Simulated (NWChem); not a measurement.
# SiH$_{2}$Cl$_{2}$; SMILES [SiH2](Cl)Cl

All runs: NWChem. The geometry was optimised at PBE0/def2-SVP. Level: PBE0/def2-SVP with SMD (1 M gas to 1 M solution), gas-phase geometry. Reactions with the solvent are ignored.

For solvent n-hexane:

* **solvation free energy (kcal/mol)**: -2.7
* **cavity-dispersion-structure term (kcal/mol)**: -2.1
* **dipole in solution (D)**: 1.51

Q: Estimate the same quantities for solvent water.

A: 
- solvation free energy (kcal/mol): 0.5
- cavity-dispersion-structure term (kcal/mol): 1.8
- dipole in solution (D): 1.75
